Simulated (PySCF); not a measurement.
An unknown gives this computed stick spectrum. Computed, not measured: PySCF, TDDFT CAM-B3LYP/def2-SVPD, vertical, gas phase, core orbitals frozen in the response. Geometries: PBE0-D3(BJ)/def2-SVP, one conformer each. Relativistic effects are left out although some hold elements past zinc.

| state | E (eV) | f |
| --- | --- | --- |
| S1 | 6.02 | 0.0015 |
| S2 | 6.22 | 0.132 |
| S3 | 6.48 | 0.072 |
| S4 | 6.58 | 0.028 |
| S5 | 6.65 | 0.0064 |
| S6 | 6.95 | 0.014 |
| S7 | 7.15 | 0.0007 |
| S8 | 7.28 | 0.014 |
| S9 | 7.49 | 0.0004 |
| S10 | 7.71 | 0.316 |

Triplets computed (Tamm–Dancoff): 4.23, 5.11, 5.94, 5.96 eV.

Orbital energies (eV): HOMO-3 -12.12, HOMO-2 -11.56, HOMO-1 -8.11, HOMO -7.51, LUMO 1.19, LUMO+1 1.64, LUMO+2 2.12.

Question: Which structure fits?
A. `[GaH3-][n+]1ccccc1`
B. `Cn1ccc(F)c1`
C. `CCC(C)(C)C`

Answer: B. Its S1 lies at 6.02 eV; the nearest of the others has S1 at 5.23 eV. S1 is HOMO→LUMO (88%). Löwdin shares by element: HOMO carbon 70% or more, nitrogen 10% (atoms not listed hold the other 20%); LUMO carbon 35% or more, hydrogen 32% or more (atoms not listed hold the other 32%). At the same level the other candidates give, for their lowest levels:
- `[GaH3-][n+]1ccccc1`: 5.23 eV (f 0.051); 5.36 eV (f 0.000); 5.48 eV (f 0.035); 5.87 eV (f 0.003); 5.95 eV (f 0.024); HOMO -8.54, LUMO -0.91 eV
- `CCC(C)(C)C`: 8.59 eV (f 0.033); 8.76 eV (f 0.053); 8.79 eV (f 0.040); 9.26 eV (f 0.055); 9.39 eV (f 0.074); T1 8.40 eV; HOMO -10.10, LUMO 1.29 eV
